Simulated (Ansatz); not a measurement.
```xyz
12

N    -1.009   -0.887   -0.808
C    -0.166   -1.664    0.190
Al    0.819   -0.128   -0.509
Si    0.638    1.959    0.758
H    -1.849   -0.488   -0.413
H    -1.249   -1.412   -1.637
H     0.001   -2.680   -0.159
H    -0.639   -1.672    1.168
H     1.722   -0.347   -1.799
H    -0.612    1.965    1.583
H     0.579    3.187   -0.090
H     1.764    2.165    1.716
```

Total charge 0; spin multiplicity 1. The bonds changed during the relaxation, so this is another structure than the one it started from.

Problem. List the B3LYP/def2-TZVPP orbital energies in eV (Ansatz). (Estimate.)

Solution. Computed: Occupied: -1798.06, -1523.55, -390.87, -277.03, -142.64, -111.55, -97.96, -97.96, -97.93, -72.25, -72.14, -72.11, -25.26, -18.14, -14.94, -14.10, -13.55, -10.81, -10.74, -9.07, -8.99, -8.68, -7.04, -6.64. Lowest empty: -0.60, 0.11, 0.53, 1.04, 1.19, 1.52, 1.85, 2.02.

B3LYP here is the variant with VWN-RPA as its local correlation; programs differ in this.
